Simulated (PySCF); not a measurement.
## Computed structure and properties of La(OH)3(H2O)

System: La(OH)3(H2O) (singlet); start: template (C1). Method: PySCF 2.14.0, RKS PBE0, La lcecp-1-SVP with ECP46, O def2-SVP, H def2-SVP; non-relativistic Hamiltonian with scalar-relativistic core potentials where named; density fitting; no spin-orbit coupling.

Input of the relaxation:

```python
mol = gto.M(atom='''
La     0.02365    -0.02125     0.02245
O      1.32435     1.27945     1.32315
H      2.09145     1.55155     1.84275
O     -1.27705    -1.32195     1.32315
H     -2.04415    -1.59405     1.84275
O      1.32435    -1.32195    -1.27825
H      1.59645    -2.08905    -1.79785
O     -1.45435     1.45675    -1.45555
H     -1.48065     2.42615    -1.48185
H     -2.10935     1.16875    -2.11055''',
    basis={'La': 'lcecp-1-SVP', 'O': 'def2-SVP', 'H': 'def2-SVP'},
    ecp={'La': 'lcecp-1-SVP'},
    charge=0, spin=0)
mf = dft.RKS(mol, xc='PBE0')
mf.grids.atom_grid = (50, 194)  # f atoms: unpruned, at least (60, 302)
mf = mf.density_fit()  # fitting sets: La AutoAux, O def2-universal-JKFIT, H def2-universal-JKFIT
mf.conv_tol = 1e-08; mf.max_cycle = 55
mf.kernel(dm0)  # dm0: converged density of the start geometry
# quasi-Newton relaxation in Cartesian coordinates to a largest gradient under 0.00045 Eh/bohr, steps kept in the point group
```

Run from Python with OMP_NUM_THREADS=2; the lines above give its settings. Where DIIS fails, smearing, a level shift and second-order steps follow.
It took 2.3 min on 2 threads of Arm Neoverse V1 (shared host), from the converged density of the start.

Course of the relaxation:

```csv
step,energy above end (eV),largest force component within the symmetry (eV/Å)
0,0.3519,1.430
1,0.1690,0.824
2,0.1055,0.957
3,0.0737,0.419
4,0.0562,0.362
5,0.0498,0.688
6,0.0263,0.213
7,0.0193,0.149
20,0.0006,0.034
21,0.0004,0.034
22,0.0003,0.031
23,0.0002,0.018
24,0.0001,0.019
25,0.0000,0.019
```
(The steps between are left out.)

Relaxed geometry (C1):

```xyz
10

La    0.1720   -0.2309    0.1323
O     1.3151    1.3159    1.1731
H     1.8740    1.8904    1.6971
O    -1.4752   -1.1504    1.2321
H    -2.1277   -1.6047    1.7657
O     1.1746   -1.4725   -1.3571
H     1.6759   -2.0407   -1.9423
O    -1.2532    1.3830   -1.3613
H    -1.3819    2.3193   -1.1683
H    -1.9788    1.1249   -1.9411
```

```tsv
contact	Å
La1–O2 (OH)	2.187
La1–O4 (OH)	2.184
La1–O6 (OH)	2.183
La1–O8 (H2O)	2.620
```

On the finer grid (75, 302):

The HOMO is -6.92 eV and the LUMO is -0.58 eV. The dipole about the centre of mass is 4.54 D. The set of Mulliken populations of La1 outside the core potential is s 2.11, p 6.32, d 1.38, f 0.11. The D3(BJ) dispersion energy (not in the energies) is -0.138 eV.

```json
{"atom": "La1", "Mulliken (e)": "1.08", "Löwdin (e)": "0.71", "spin (e)": "0.00"}
{"atom": "O2", "Mulliken (e)": "-0.58", "Löwdin (e)": "-0.38", "spin (e)": "0.00"}
{"atom": "H3", "Mulliken (e)": "0.17", "Löwdin (e)": "0.07", "spin (e)": "0.00"}
{"atom": "O4", "Mulliken (e)": "-0.58", "Löwdin (e)": "-0.38", "spin (e)": "0.00"}
{"atom": "H5", "Mulliken (e)": "0.17", "Löwdin (e)": "0.07", "spin (e)": "0.00"}
{"atom": "O6", "Mulliken (e)": "-0.58", "Löwdin (e)": "-0.38", "spin (e)": "0.00"}
{"atom": "H7", "Mulliken (e)": "0.17", "Löwdin (e)": "0.07", "spin (e)": "0.00"}
{"atom": "O8", "Mulliken (e)": "-0.29", "Löwdin (e)": "-0.02", "spin (e)": "0.00"}
{"atom": "H9", "Mulliken (e)": "0.22", "Löwdin (e)": "0.12", "spin (e)": "0.00"}
{"atom": "H10", "Mulliken (e)": "0.22", "Löwdin (e)": "0.12", "spin (e)": "0.00"}
```

The large-core potential holds the 4f shell empty.

On the grid (50, 194), as all that follows. Harmonic modes: 1 unstable but soft, so probably a saddle point, though modes this soft are near the noise (counted below −25 cm⁻¹); lowest -32 cm⁻¹ (negative: unstable), highest 3991 cm⁻¹, zero-point energy 1.649 eV.

Taking off one OH (charge -1, singlet; the rest: singlet) in vacuum, both parts rigid, costs 10.03 eV; the small basis without counterpoise inflates it. Most of it is the attraction of opposite charges; other ways to part are cheaper, and one spin state was tried for the rest.

Rigid scan of OH along the line from its metal:

```csv
distance to O2 (Å),energy (eV)
1.89,1.139
1.99,0.438
2.09,0.095
2.19,0.000
2.29,0.073
2.39,0.258
2.59,0.808
2.89,1.771
3.29,2.956
3.79,4.109
```

Taking off one H2O (charge 0, singlet; the rest: singlet) in vacuum, both parts rigid, costs 1.00 eV; the small basis without counterpoise inflates it.

Rigid scan of H2O along the line from its metal:

(distance to O8 (Å), energy (eV)): (2.32, 0.276), (2.42, 0.104), (2.52, 0.022), (2.62, 0.000), (2.72, 0.016), (2.82, 0.056), (3.02, 0.169), (3.32, 0.349), (3.72, 0.543), (4.22, 0.705)

One start shape was tried, so this needn't be the lowest isomer.
